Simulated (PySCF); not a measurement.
Compound: CH9ClSi3.
Bonds: Si1–Si2, Si2–Si3, Si2–C4, C4–Cl5. Hydrogens: H6, H7, H8 on Si1; H9 on Si2; H10, H11, H12 on Si3; H13, H14 on C4.

The same species was optimised twice, with GFN2-xTB and with PBE0-D3(BJ)/def2-SVP (PySCF), and the same property calculations (PySCF, gas phase) were run on both structures.

| coordinate | GFN2-xTB | PBE0-D3(BJ)/def2-SVP | change |
| --- | --- | --- | --- |
| Si3–H11 (Å) | 1.464 | 1.495 | +0.031 |
| Si3–H12 (Å) | 1.466 | 1.497 | +0.031 |
| Si3–H10 (Å) | 1.466 | 1.496 | +0.030 |
| Si2–C4 (Å) | 1.926 | 1.904 | -0.022 |
| Si2–Si3 (Å) | 2.328 | 2.348 | +0.020 |
| Si2–H9 (Å) | 1.478 | 1.496 | +0.018 |
| Si1–Si2 (Å) | 2.329 | 2.346 | +0.017 |
| C4–H13 (Å) | 1.088 | 1.100 | +0.012 |
| C4–H14 (Å) | 1.088 | 1.100 | +0.012 |
| C4–Cl5 (Å) | 1.788 | 1.793 | +0.005 |
| Si1–Si2–Si3 (°) | 120.0 | 109.9 | -10.1 |
| C4–Si2–H9 (°) | 102.2 | 108.8 | +6.6 |
| Si2–Si3–H12 (°) | 115.1 | 111.3 | -3.8 |
| Si2–Si3–H10 (°) | 112.3 | 109.5 | -2.8 |
| H10–Si3–H12 (°) | 105.7 | 108.5 | +2.8 |
| Si3–Si2–C4 (°) | 106.9 | 109.5 | +2.6 |
| H11–Si3–H12 (°) | 106.5 | 108.9 | +2.4 |
| H10–Si3–H11 (°) | 106.5 | 108.7 | +2.2 |
| Si1–Si2–C4–Cl5 (°) | 50 | 52 | +2 |

Rotational constants: A = 2173, B = 1084, C = 765.8 MHz (GFN2-xTB) against A = 2255, B = 1062, C = 770.6 MHz (PBE0-D3(BJ)/def2-SVP). Point groups within 0.08 Å: C1 and C1. End groups have turned between the structures, so H6, H7, H8 are left out of the comparison.

On the GFN2-xTB structure: HOMO (eV) -8.00 [PBE0/pcSseg-1]; LUMO (eV) -0.79 [PBE0/pcSseg-1]; dipole (D) 1.60 [PBE0/pcSseg-1]; GIAO shielding of Si1/Si3 (mean) (ppm) 465.3 [PBE0/pcSseg-1]; GIAO shielding of Si2 (ppm) 419.6 [PBE0/pcSseg-1]; GIAO shielding of C4 (ppm) 154.0 [PBE0/pcSseg-1]; GIAO shielding of Cl5 (ppm) 876.6 [PBE0/pcSseg-1].

What do these properties become on the PBE0-D3(BJ)/def2-SVP structure?

```
                                    property          level  on GFN2-xTB  on PBE0-D3(BJ)/def2-SVP  change
                                   HOMO (eV)  PBE0/pcSseg-1        -8.00                    -7.97   +0.03
                                   LUMO (eV)  PBE0/pcSseg-1        -0.79                    -0.59   +0.20
                                  dipole (D)  PBE0/pcSseg-1         1.60                     1.60    0.00
energy, GFN2-xTB geometry as zero (kcal/mol)  PBE0/pcSseg-1          0.0                     -3.0    -3.0
      GIAO shielding of Si1/Si3 (mean) (ppm)  PBE0/pcSseg-1        465.3                    458.2    -7.1
                 GIAO shielding of Si2 (ppm)  PBE0/pcSseg-1        419.6                    416.6    -3.0
                  GIAO shielding of C4 (ppm)  PBE0/pcSseg-1        154.0                    153.1    -0.9
                 GIAO shielding of Cl5 (ppm)  PBE0/pcSseg-1        876.6                    873.6    -3.0
```

The heavy atoms differ by 0.099 Å rms after alignment. Among the bonds compared Si3–H10, Si3–H11 and Si3–H12 change most and about equally (+0.030 to +0.031 Å). Changes are differences of the printed values. Neither structure is proved a minimum here.

Shape of the structure used: `[SiH3:1][SiH:2]([SiH3:3])[CH2:4][Cl:5]`: Si1–Si2–C4–Cl5 52°.
